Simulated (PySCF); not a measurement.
**VH from Hartree–Fock to correlated methods**

State: ⁵Δ (quintet), unpaired electrons σ ↑, π ↑↑, δ ↑. Set-up: basis V x2c-TZVPPall, H x2c-TZVPPall; spin-free X2C with a Gaussian nucleus; PySCF 2.14. De refers to V (3d3 4s2) + H in their high-spin ground configurations, without counterpoise correction. The functionals are run spin-unrestricted. A positive dipole means V(−)H(+).

| Level | Re (Å) | ωe (cm⁻¹) | De (eV) | μ (D) |
| --- | --- | --- | --- | --- |
| UHF | 1.790 | 1544 | n/a | -2.04 |
| UHF-MP2 | 1.663 | 1657 | n/a | n/a |
| UHF-SCS-MP2 | 1.699 | 1617 | n/a | n/a |
| UHF-CCSD | 1.688 | 1667 | 2.40 | n/a |
| UHF-CCSD(T) | 1.681 | 1669 | 2.40 | n/a |
| PBE | 1.675 | 1638 | n/a | -2.38 |
| revPBE | 1.682 | 1621 | n/a | -2.39 |
| PW91 | 1.672 | 1646 | n/a | -2.37 |
| r²SCAN | 1.680 | 1656 | n/a | -2.38 |
| PBE0 | 1.680 | 1660 | n/a | -2.66 |
| B97-3 | 1.696 | 1623 | n/a | -2.45 |
| M06-2X | 1.698 | 1585 | n/a | -2.41 |
| ωB97X | 1.694 | 1652 | n/a | -2.87 |

Problem. What does a quarter of exact exchange do here, going from PBE to PBE0?

Solution. PBE0 less PBE: +0.5 pm in Re, +1.3 % in ωe. Exact exchange removes part of the self-interaction that spreads semilocal densities, and in most molecules shortens and stiffens the bond and lowers De; here Re goes the other way.

Problem. What does the step from GGA to meta-GGA do here, going from PBE to r²SCAN?

Solution. r²SCAN less PBE: +0.5 pm in Re, +1.1 % in ωe. 

Problem. What does second-order correlation do here, going from UHF to UHF-MP2?

Solution. UHF-MP2 less UHF: -12.7 pm in Re, +7.3 % in ωe. Correlation nearly always deepens the well. The bond shortens, as in weak, metallic or heavy-atom bonds, where dispersion and the correlation of outer-core electrons pull the atoms together.

Correlated steps freeze 5 core orbitals. De is left out where the level can put another filling of the metal’s s and d shells below the measured ground configuration, by anything from nothing to about 1 eV. The CCSD T1 diagnostic is raised, a sign that a single reference may not be enough here. The state is the lowest single determinant that the PBE0 search found; with open d or f shells the true ground state can be another one.

The whole job (state search and all levels along the bond) took about 12 min on 1 thread of Arm Neoverse V1 (shared host), peak memory 2.2 GiB.
